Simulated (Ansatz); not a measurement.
Start from `[AlH2][SiH2]O[SiH3]` and change one atom or group to get `C=N[SiH2]O[SiH3]`.

Ansatz, PBE0-D4/def2-TZVP geometries, multiplicity 1. Each molecule was computed in one conformer, which needn't be the lowest.

| property | `[AlH2][SiH2]O[SiH3]` |
| --- | --- |
| LUMO energy (ωB97M-V/def2-TZVPP) / eV | -0.48 |
| HOMO–LUMO gap (B3LYP/def2-TZVPP) / eV | 4.89 |
| size of the dipole moment (B3LYP/def2-TZVPP) / D | 0.17 |
| HOMO energy (ωB97M-V/def2-TZVPP) / eV | -9.40 |
| HOMO–LUMO gap (ωB97M-V/def2-TZVPP) / eV | 8.92 |
| LUMO energy (PBE/def2-TZVPP) / eV | -2.88 |

**Question.** Give the same properties after the change, and the shifts. (An estimate is asked.)

**Answer.** Computed: 
```json
{"property": "LUMO energy (ωB97M-V/def2-TZVPP) / eV", "`C=N[SiH2]O[SiH3]`": "1.21", "shift": "1.69"}
{"property": "HOMO–LUMO gap (B3LYP/def2-TZVPP) / eV", "`C=N[SiH2]O[SiH3]`": "5.82", "shift": "0.93"}
{"property": "size of the dipole moment (B3LYP/def2-TZVPP) / D", "`C=N[SiH2]O[SiH3]`": "1.39", "shift": "1.22"}
{"property": "HOMO energy (ωB97M-V/def2-TZVPP) / eV", "`C=N[SiH2]O[SiH3]`": "-9.67", "shift": "-0.27"}
{"property": "HOMO–LUMO gap (ωB97M-V/def2-TZVPP) / eV", "`C=N[SiH2]O[SiH3]`": "10.87", "shift": "1.95"}
{"property": "LUMO energy (PBE/def2-TZVPP) / eV", "`C=N[SiH2]O[SiH3]`": "-2.15", "shift": "0.73"}
```

With PBE0 the HOMO rises by 0.07 eV and the LUMO rises by 1.09 eV, so the gap widens by about 1.02 eV. PBE moves the HOMO by 0.37 eV and ωB97M-V by -0.27 eV. Dipoles are sizes alone; their direction can turn.

B3LYP here is the variant with VWN-RPA as its local correlation; programs differ in this.
